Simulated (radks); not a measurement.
Values are calculated unless marked as measured or tabulated.
Q: The mean radii <r> (bohr) of the occupied orbitals of an atom or ion are listed with their occupations. Level of theory: non-relativistic Kohn-Sham, PBE, spin-polarised, spherical densities, point nucleus (a radial shooting solver on a logarithmic mesh with Libxc functionals).

| orbital | occ. | <r> |
|---|---|---|
| 1s | 2 | 0.02018 |
| 2s | 2 | 0.08378 |
| 2p | 6 | 0.07075 |

Name the element and its charge. Open shells, if any, are filled with parallel spins first.

A: Z = 75, rhenium, charge +65: Re65+ in [Ne]. The 1s radius gives Z: for a bare nucleus <r> = 1.5/Z, 0.02 bohr for Z = 75, and screening makes it slightly larger (0.02018 here). The occupations add up to 10, and the charge is Z minus that.
